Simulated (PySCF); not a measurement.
**Si3H10N2**

Si3H10N2 is a small molecule, neutral, singlet. The structure, one conformer, was relaxed in the gas phase by PBE0-D3(BJ)/def2-SVP. No frequency run checks that it is a minimum.

SMILES: [SiH3]N[SiH2]N[SiH3]

```xyz
15

Si   -2.995   -0.026   -0.287
N    -1.300    0.179   -0.627
Si    0.064   -0.736   -0.059
N     1.259    0.288    0.677
Si    2.956    0.450    0.321
H    -3.117   -1.000    0.836
H    -3.619    1.276    0.111
H    -3.771   -0.542   -1.459
H    -1.075    0.914   -1.295
H     0.796   -1.438   -1.156
H    -0.520   -1.730    0.890
H     0.922    0.844    1.461
H     3.332    1.890    0.160
H     3.836   -0.114    1.393
H     3.222   -0.279   -0.953
```
Atoms count from 1 in this order.

Shieldings: GIAO PBE0/pcSseg-1. Shifts are against computed references at the same level: H TMS (σ 31.27 ppm), Si TMS (σ 352.0 ppm). Core levels by delta-SCF with SCAN, pcX-2 on the ionised atom and pcseg-1 elsewhere, spin-free X2C (2p3/2 is the spin-free 2p value less a third of a first-order spin-orbit splitting); from the vacuum level, for chosen atoms.

(1) Give the NMR and core-level values of the distinct atoms.

(2) By CAM-B3LYP/def2-SVPD (TDDFT singlets, Tamm-Dancoff triplets, ionisation by delta-SCF), where does absorption start, and what does vertical ionisation take?

Answers

(1) 
| atoms | bonded to | σ (ppm) | δ (ppm) | core level (eV) |
| --- | --- | --- | --- | --- |
| Si1 Si5 | 1 N + 3 H | 405.2 | -53.2 | 2p3/2 107.03 |
| N2 N4 | 2 Si + 1 H | 238.8 | - | 1s 404.15 |
| Si3 | 2 N + 2 H | 378.2 | -26.2 | 2p3/2 107.04 |
| H6 H7 H8 | 1 Si | 26.56 | 4.71 | - |
| H9 H12 | 1 N | 31.44 | -0.17 | - |
| H10 H11 | 1 Si | 26.43 | 4.84 | - |
| H13 H14 H15 | 1 Si | 26.56 | 4.71 | - |

Values are those of this one static structure, with the three H of a rotating XH3 group averaged; atoms that internal rotation interchanges would show their mean in an NMR spectrum.

(2) The lowest singlet lies at 6.38 eV (f 0.014), the strongest of the first 6 at 7.61 eV (f 0.037), the lowest triplet at 6.07 eV; vertical ionisation takes 9.38 eV.
